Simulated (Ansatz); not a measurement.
Cost and result up the ladder for Ga₃N₃H₁₂, a cluster cut from zinc blende GaN (hydrogen-capped) (18 atoms). The state is a singlet with charge 0. Geometry: PBE0-D4/def2-SVP.

```xyz
18

Ga    1.104    1.252    1.173
Ga   -0.467   -1.842    0.743
Ga    0.159    0.201   -2.024
N     0.384    1.657   -0.658
N    -1.015   -1.100   -1.042
N    -0.171   -0.165    1.808
H     0.828    2.533    2.057
H     2.517    0.591    1.002
H    -1.749   -2.540    1.352
H     0.920   -2.554    0.566
H    -0.721    0.809   -3.188
H     1.557   -0.478   -2.242
H    -0.476    2.204   -0.584
H     1.054    2.311   -1.071
H    -1.972   -0.743   -0.994
H    -1.089   -1.913   -1.659
H    -1.068    0.257    2.056
H     0.206   -0.481    2.706
```

Ansatz on 4 threads of Arm Neoverse V2 on a shared host. Times are rough, and most runs start from the orbitals of an earlier one. r2SCAN0-D4/def2-TZVP serves as the yardstick here, not as an exact answer. Differences are given only for rows in sets of like size (and for xTB, whose basis is part of the method), since another set adds its own error. Binding counts from free atoms at the same level (Ga doublet, N quartet, H doublet; other spins of the atoms weren't run), without zero-point energy or a counterpoise term.

LC-ωPBE has ω = 0.4 bohr⁻¹. HSE06 is defined as in plane-wave codes, on full-range PBE exchange. Correlated methods freeze 30 core orbitals; core or outer-core shells of Ga are correlated, in sets that lack core-valence functions. Another isomer (singlet) lies 0.14 eV lower at PBE0-D4/def2-TZVP; other spin states weren't run for this one.

Correlated methods converge slowly with the basis.

| level | functions | wall time | binding energy per atom (eV) | difference from r2SCAN0-D4/def2-TZVP (eV) |
| --- | --- | --- | --- | --- |
| PBE-D4/def2-SVP | 198 | 3.3 s | 3.06 | – |
| PBE0-D4/def2-SVP | 198 | 5.5 s | 3.03 | – |
| PBE-D4/def2-TZVP (with forces) | 309 | 6.5 s | 3.04 | 0.04 |
| LC-ωPBE/def2-TZVP | 309 | 8 s | 3.03 | 0.03 |
| MP2/def2-TZVP | 309 | 12 s | 2.94 | -0.06 |
| r2SCAN-D4/def2-TZVP | 309 | 13 s | 3.04 | 0.04 |
| HSE06-D4/def2-TZVP | 309 | 13 s | 3.01 | 0.01 |
| PBE0-D4/def2-TZVP | 309 | 14 s | 3.01 | 0.01 |
| r2SCAN0-D4/def2-TZVP | 309 | 18 s | 3.00 | 0.00 |
